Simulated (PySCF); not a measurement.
VF₅, SMILES [F][V]([F])([F])([F])[F], multiplicity 1.

Coordinates come from a B3LYP-D3(BJ)/def2-SVP optimisation. The spin state was assumed, not searched. The isomer is the one that the SMILES or the coordinates give; other isomers of the formula were not compared.

The numbers are results of B3LYP-D3(BJ)/def2-SVP (PySCF), not measurements.

Frequencies are harmonic and unscaled.

Modes within 1.5 cm⁻¹ of each other (mostly degenerate sets) share a row, with their intensities summed.

| mode | ν (cm⁻¹) | IR (km/mol) | Raman (Å⁴/amu) | depolarisation | moving atoms (share of kinetic energy) |
|---|---|---|---|---|---|
| 1–2 | 115 | 3.7 | 2.0 | 0.75 | F 100 % |
| 3–4 | 288 | 41.4 | 1.9 | 0.75 | F 73 %, V 27 % |
| 5 | 346 | 15.7 | 0.0 | – | F 79 %, V 21 % |
| 6–7 | 355 | 0.0 | 6.1 | 0.75 | F 100 % |
| 8 | 626 | 0.0 | 7.3 | 0.71 | F 100 % |
| 9 | 747 | 0.0 | 19.3 | 0.00 | F 100 % |
| 10 | 785 | 317.8 | 0.0 | – | F 56 %, V 44 % |
| 11–12 | 836 | 410.6 | 4.1 | 0.75 | F 62 %, V 38 % |
